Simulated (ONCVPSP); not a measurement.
# selenium (Se) ONCV: all-electron and pseudo phase curves

Se, optimised norm-conserving Vanderbilt (ONCV), made with ONCVPSP 4.0.1 (PBE, scalar-relativistic). Core [Ar], reference 3d10 4s2 4p2 (charge +2). Waves: 4s: rc 1.50 bohr, ncon 4, nbas 8, qcut 3.4 1/bohr, 1 projector; 4p: rc 1.70 bohr, ncon 3, nbas 5, qcut 4.3 1/bohr, 1 projector; 3d: rc 1.20 bohr, ncon 4, nbas 8, qcut 15.2 1/bohr, 2 projectors, debl 2.1 Ha. Local part: polynomial inside 1.20 bohr (lpopt 5, dvloc0 2 Ha). Core correction: none.

In the d channel the program set the typed energies aside and used -2.786, 0.250 Ha.

The phase is arctan(r·R′/R) of the radial function R(r), unwrapped; energies in Ha, scanned from -4 to 5 Ha. A pole is an energy at which the radial function vanishes at the test radius. The pseudo phase is shifted by a multiple of π to meet the all-electron one at the reference energy, and phase errors are pseudo minus all-electron; the curves can meet again beyond the range given. Levels narrower than the energy grid can be missing from the lists of poles.

```csv
channel,radius (bohr),reference energy (Ha),"poles, all-electron","poles, pseudo",unbroken range about the reference energy with phases within 0.05 rad,phase error 1 Ha above the reference energy (rad)
s,1.52,-1.38,2.01,"-0.26, 2.76",below -0.6,-0.111
p,1.72,-0.94,1.54,"1.09, 4.88",below 1.1,-0.013
d,1.22,-2.79,-2.33,-2.33,the whole range,+0.000
```

Note: ghosts flagged at negative energy: s at -8.1 eV; no localised positive-energy state flagged. A true bound ghost makes a file unfit for plane-wave use.

Phases in the s channel:

```json
{"E (Ha)": "-3.98", "all-electron": "1.049", "pseudo": "1.024"}
{"E (Ha)": "-3.74", "all-electron": "0.997", "pseudo": "0.969"}
{"E (Ha)": "-3.50", "all-electron": "0.931", "pseudo": "0.900"}
{"E (Ha)": "-3.26", "all-electron": "0.847", "pseudo": "0.812"}
{"E (Ha)": "-3.02", "all-electron": "0.736", "pseudo": "0.697"}
{"E (Ha)": "-2.78", "all-electron": "0.588", "pseudo": "0.546"}
{"E (Ha)": "-2.54", "all-electron": "0.391", "pseudo": "0.348"}
{"E (Ha)": "-2.30", "all-electron": "0.138", "pseudo": "0.101"}
{"E (Ha)": "-2.06", "all-electron": "-0.155", "pseudo": "-0.180"}
{"E (Ha)": "-1.82", "all-electron": "-0.445", "pseudo": "-0.456"}
{"E (Ha)": "-1.58", "all-electron": "-0.691", "pseudo": "-0.693"}
{"E (Ha)": "-1.34", "all-electron": "-0.882", "pseudo": "-0.882"}
{"E (Ha)": "-1.10", "all-electron": "-1.025", "pseudo": "-1.029"}
{"E (Ha)": "-0.86", "all-electron": "-1.133", "pseudo": "-1.148"}
{"E (Ha)": "-0.62", "all-electron": "-1.215", "pseudo": "-1.254"}
{"E (Ha)": "-0.38", "all-electron": "-1.280", "pseudo": "-1.393"}
{"E (Ha)": "-0.14", "all-electron": "-1.333", "pseudo": "-3.187"}
{"E (Ha)": "0.10", "all-electron": "-1.376", "pseudo": "-4.354"}
{"E (Ha)": "0.34", "all-electron": "-1.412", "pseudo": "-4.455"}
{"E (Ha)": "0.58", "all-electron": "-1.443", "pseudo": "-4.508"}
{"E (Ha)": "0.82", "all-electron": "-1.470", "pseudo": "-4.546"}
{"E (Ha)": "1.06", "all-electron": "-1.494", "pseudo": "-4.577"}
{"E (Ha)": "1.30", "all-electron": "-1.516", "pseudo": "-4.602"}
{"E (Ha)": "1.54", "all-electron": "-1.536", "pseudo": "-4.625"}
{"E (Ha)": "1.78", "all-electron": "-1.554", "pseudo": "-4.645"}
{"E (Ha)": "2.02", "all-electron": "-1.572", "pseudo": "-4.663"}
{"E (Ha)": "2.26", "all-electron": "-1.588", "pseudo": "-4.680"}
{"E (Ha)": "2.50", "all-electron": "-1.605", "pseudo": "-4.696"}
{"E (Ha)": "2.74", "all-electron": "-1.620", "pseudo": "-4.711"}
{"E (Ha)": "2.98", "all-electron": "-1.636", "pseudo": "-4.726"}
{"E (Ha)": "3.22", "all-electron": "-1.653", "pseudo": "-4.740"}
{"E (Ha)": "3.46", "all-electron": "-1.669", "pseudo": "-4.755"}
{"E (Ha)": "3.70", "all-electron": "-1.687", "pseudo": "-4.769"}
{"E (Ha)": "3.94", "all-electron": "-1.705", "pseudo": "-4.784"}
{"E (Ha)": "4.18", "all-electron": "-1.725", "pseudo": "-4.800"}
{"E (Ha)": "4.42", "all-electron": "-1.747", "pseudo": "-4.816"}
{"E (Ha)": "4.66", "all-electron": "-1.772", "pseudo": "-4.834"}
{"E (Ha)": "4.90", "all-electron": "-1.800", "pseudo": "-4.854"}
```
